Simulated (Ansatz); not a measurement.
`[CH3][AlH][O][SiH3]` + `N=CCl` → `[SiH3]/N=C/Cl` + `[CH3][AlH][OH]` at 600 K and 1 bar (ligand exchange at the Si–O bond).

Program: Ansatz. Geometries: PBE0-D4/def2-TZVP. ΔE: electronic, gas phase. CBS: MP2 limit from def2 TZ/QZ plus the TZ coupled-cluster correction, frozen cores. This one scheme is used for every species. One conformer a species, not always the lowest.

| species | CCSD(T)/CBS energy (Eh) | H − E (kJ/mol) | S (J/(mol·K)) |
| --- | --- | --- | --- |
| `[CH3][AlH][O][SiH3]` | -648.63113 | 255.5 | 493.6 |
| `N=CCl` | -553.70684 | 112.3 | 300.7 |
| `[SiH3]/N=C/Cl` | -844.00397 | 171.7 | 389.3 |
| `[CH3][AlH][OH]` | -358.31021 | 194.9 | 376.4 |

H − E and S are ideal-gas, rigid-rotor, harmonic terms from PBE0-D4/def2-TZVP, for one conformer and one mirror image of each species. 1 Eh = 2625.50 kJ/mol, R = 8.31446 J/(mol·K).

Task: By hand: ΔE, ΔH, ΔS and ΔG.

Result: ΔE = (-844.00397) + (-358.31021) − (-648.63113) − (-553.70684) = 0.02379 Eh = 62.5 kJ/mol. Δ(H − E) = 171.7 + 194.9 − 255.5 − 112.3 = -1.2, so ΔH = 61.3 kJ/mol. ΔS = 389.3 + 376.4 − 493.6 − 300.7 = -28.6 J/(mol·K). ΔG = 61.3 − 600 × (-28.6)/1000 = 78.5 kJ/mol.

Task: By hand: the equilibrium constant, and the temperature at which ΔG would vanish if ΔH and ΔS stayed fixed.

Result: log₁₀ K = −ΔG/(RT ln 10) = -6.8. ΔH and −TΔS have one sign here, so there is no such temperature.

ΔH outweighs TΔS. A doubt of 5 kJ/mol in ΔE shifts log₁₀ K by 0.4 here. Other conformers and mirror images would add mixing entropy, several J/(mol·K) or more a flexible species. Modes under 60 cm⁻¹, often nearly free rotors, make the harmonic entropy too high. These are equilibria of isolated gas molecules and say nothing of rates. Largest T1 diagnostic: 0.013 (customary marks: 0.02 for closed shells, 0.045 for open ones).
